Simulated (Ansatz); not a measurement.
Question: Name a neutral molecule of Cl, Hf, O and H with HOMO–LUMO gap (ωB97M-V/def2-TZVPP) between 12.20 and 12.50 eV and LUMO energy (PBE0/def2-TZVPP) between -1.50 and -1.20 eV (Ansatz, PBE0-D4/def2-TZVP geometry).

Answer: `[OH][Hf]([Cl])([Cl])[Cl]` (12.21 eV, -1.40 eV). Other molecules can fit too; these were computed, each in one conformer that needn't be the lowest.
